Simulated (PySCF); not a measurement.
Excitation energy of Ta²⁺ by level of theory

Ta²⁺ [Xe] 4f14 5d3 (4F) → Ta²⁺ [Xe] 4f14 5d2 6s1 (4F), as a difference of total energies. Computed with PySCF 2.14 in ANO-RCC-VTZP, with scalar relativity by spin-free X2C-1e. Correlated levels: valence: [Xe] 4f14 frozen. The calculations carry no spin-orbit coupling.

```tsv
method	excitation energy (cm⁻¹)
UHF	6067.7
LDA	3228.7
PBE	3839.0
PBE0	5375.0
r2SCAN	4649.0
MP2 (valence)	6364.8
SCS-MP2 (valence)	6166.7
```

Task: How much does correlation contribute at MP2 (valence)?

Result: 6364.8 − (6067.7) = 297.1 cm⁻¹, measured against UHF.

A first-order spin-orbit estimate (lowest level to lowest level, LS coupling) adds -0.035 eV.

The basis was made for the ground configuration and has no added diffuse functions, so the excitation energy can come out too high.
